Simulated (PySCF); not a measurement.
Two-component Hartree-Fock for Ta⁴⁺ (tantalum, charge +4)

Start: [Xe] 4f14 5d1; 5d3/2 filled at m_j = +3/2. Calculated with PySCF 2.14 in x2c-TZVPPall-2c (11s11p10d3f1g, 124 functions): generalised Hartree-Fock with the X2C-1e Hamiltonian and a Gaussian nucleus; one run each with spin-orbit coupling (SO) switched off, then screened by Boettger's factors.

```csv
spinor shell,electrons,"ε, spin-free (eV)","ε, screened SO (eV)",weight of nominal j (screened SO),"rms radius, screened SO (bohr)"
1s1/2,2,-67818.8,-67799.0,1.000,0.0211
2s1/2,2,-11827.7,-11821.5,1.000,0.0853
2p1/2,2,-10372.8,-11279.0,1.000,0.0726
2p3/2,4,-10372.8,-10003.2,1.000,0.0799
3s1/2,2,-2803.9,-2801.8,1.000,0.218
3p1/2,2,-2363.6,-2561.1,1.000,0.210
3p3/2,4,-2363.6,-2281.6,1.000,0.225
3d3/2,4,-1844.5,-1879.7,1.000,0.199
3d5/2,6,-1844.5,-1819.2,1.000,0.203
4s1/2,2,-637.34,-636.64,1.000,0.488
4p1/2,2,-490.26,-536.12,1.000,0.497
4p3/2,4,-490.26,-471.00,1.000,0.530
4d3/2,4,-298.16,-305.29,1.000,0.557
4d5/2,6,-298.16,-292.79,1.000,0.569
5s1/2,2,-128.76,-128.57,1.000,1.17
5p1/2,2,-89.047,-96.453,0.998,1.29
4f5/2,6,-83.154,-83.999,0.982,0.713
4f7/2,8,-83.154,-81.913,0.999,0.700
5d3/2,1,-47.108,-47.609,1.000,1.84
```

Question: Where does 5p3/2 lie, and what is the 5p spin-orbit splitting (screened SO)?

Answer: At -85.800 eV, 10.654 eV above 5p1/2.

| quantity | spin-free | screened SO |
| --- | --- | --- |
| E (hartree) | -15590.08771 | -15607.45875 |
| M_J | 3/2 | 3/2 |
| ⟨J²⟩ | 4.754 | 3.753 |
| ⟨L²⟩ | 6.004 | 6.119 |
| ⟨S²⟩ | 0.751 | 0.864 |

Each row is a mean over spinors that exchange with the open shell spreads, by up to 3.221 eV (5p1/2).

Breit and QED terms are absent; they matter most for the inner s and p1/2 levels.

Densities and radii are taken from the X2C orbitals without a picture-change correction, which distorts them close to the nucleus.

Without spin-orbit coupling the j labels of p, d and f shells carry no meaning; the spin-free column gives the mean over the occupied spinors of each nl shell, and its ⟨J²⟩ belongs to a mixture of degenerate components.
